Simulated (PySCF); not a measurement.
## Polarisability and C₆ of Xe (xenon, neutral)

[Xe], closed-shell 1S. Computed with PySCF 2.14 in aug-cc-pVQZ-DK3 (9s8p6d3f2g, 102 functions), with scalar relativity by spin-free X2C-1e. Coupled (time-dependent) response in atomic units; α is the mean over directions.

| method | mean α (bohr³) | C₆ (like pair) | S(−4) |
| --- | --- | --- | --- |
| UHF | 26.73 | 280.3 | 120.9 |
| PBE | 28.92 | 306.9 | 155.3 |
| PBE0 | 27.82 | 293.3 | 137.4 |
| MN15 | 27.77 | 287.6 | 140.6 |

S(−4) is the Cauchy moment in α(ω) = α(0) + S(−4) ω² + …

Reference α: 27.32 ± 0.2 bohr³ (recommended; Schwerdtfeger and Nagle, table of static dipole polarizabilities (2023 update)). Published C₆: 302.0 (Gould and Bucko (2016)).

α(iu) at UHF:

```csv
u (hartree),α(iu) (bohr³)
0,26.73
0.0500,26.44
0.100,25.59
0.200,22.79
0.300,19.46
0.500,13.66
0.750,8.985
1.00,6.250
1.50,3.523
2.00,2.295
3.00,1.242
5.00,0.5591
```
